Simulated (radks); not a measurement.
Problem. All-electron atom: the technetium ion Tc+ in [Kr] 4d5 5s0.5 4f0.5 (fractional occupations, a model configuration). Calculated with a radial shooting solver on a logarithmic mesh with Libxc functionals: scalar-relativistic Kohn-Sham, TASK exchange with Perdew-Wang LDA correlation, spin-polarised, spherical densities, finite nucleus; open shells are filled with parallel spins first (spin-orbit coupling, left out, can overturn this in heavy ions); meta-GGA in the generalised Kohn-Sham scheme; Fermi nuclear charge, rms radius 4.4112 fm. Some entries of the table are withheld. Estimate them.

| orbital | occ. | eigenvalue (eV) | <1/r> (bohr^-1) | <r^2> (bohr^2) |
|---|---|---|---|---|
| 1s down | 1 | -20925.02 | 44.67 | 0.001590 |
| 1s up | 1 | -20925.00 | 44.67 | 0.001590 |
| 2s up | 1 | -3011.188 | 10.09 | 0.02645 |
| 2s down | 1 | -3010.188 | 10.09 | 0.02645 |
| 2p up | 3 | -2694.848 | 9.787 | 0.02082 |
| 2p down | 3 | -2694.113 | 9.788 | 0.02081 |
| 3s up | 1 | -539.0657 | 3.488 | 0.1979 |
| 3s down | 1 | -538.6526 | 3.486 | 0.1979 |
| 3p up | 3 | -434.5101 | 3.318 | 0.2018 |
| 3p down | 3 | -434.0142 | 3.317 | 0.2017 |
| 3d up | 5 | -264.7929 | 3.083 | 0.1912 |
| 3d down | 5 | -263.9039 | 3.083 | 0.1909 |
| 4s up | 1 | -88.3758 | 1.276 | 1.302 |
| 4s down | 1 | -84.0251 | 1.293 | 1.274 |
| 4p up | 3 | -59.6215 | (1) | 1.613 |
| 4p down | 3 | -54.6551 | (2) | 1.554 |
| 4d up | 5 | -18.8752 | 0.8241 | 3.088 |
| 5s up | 0.5 | -14.2379 | 0.4796 | 8.512 |
| 4f up | 0.5 | -1.5769 | (3) | 163.9 |

Solution. 
(1) 4p up <1/r> (bohr^-1): 1.136
(2) 4p down <1/r> (bohr^-1): 1.158
(3) 4f up <1/r> (bohr^-1): 0.09040
